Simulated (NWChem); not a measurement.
System: C2H4N2Si; SMILES C1=N[SiH2]N=C1

```xyz
9

C      0.0000     0.7605    -1.1952
N      0.0000     1.3451    -0.0625
Si     0.0000     0.0000     1.1149
N      0.0000    -1.3451    -0.0625
C      0.0000    -0.7605    -1.1952
H      0.0000     1.3193    -2.1476
H     -1.2282     0.0000     1.9524
H      1.2282     0.0000     1.9524
H      0.0000    -1.3193    -2.1476
```
Atoms are numbered in this order, from 1.

Computed with NWChem. Medium grid unless said otherwise, to which SCAN and Minnesota functionals are sensitive. Coordinates come from a PBE0/def2-SVP optimisation. B3LYP is NWChem's, with the RPA form of VWN correlation. Total energies of different functionals are on different scales.

| level | energy (Ha) | highest occupied level (eV) | orbital gap (eV) | dipole (D) |
|---|---|---|---|---|
| PBE/def2-TZVP | -477.3062 | -6.35 | 2.97 | 1.01 |
| B3LYP/def2-TZVP | -477.7059 | [?] | [?] | 1.12 |
| Hartree-Fock/def2-TZVP | -475.9731 | -11.34 | 12.87 | 1.51 |
| r2SCAN/def2-TZVP | -477.5507 | -6.62 | 3.34 | 1.07 |
| PBE0/def2-TZVP | -477.3394 | -7.79 | 5.40 | 1.15 |
| PW6B95/def2-TZVP | -478.1772 | -7.90 | 5.61 | 1.13 |

Problem. Fill in the missing entries.

Solution. 
- B3LYP/def2-TZVP, highest occupied level (eV): -7.56
- B3LYP/def2-TZVP, orbital gap (eV): 4.95
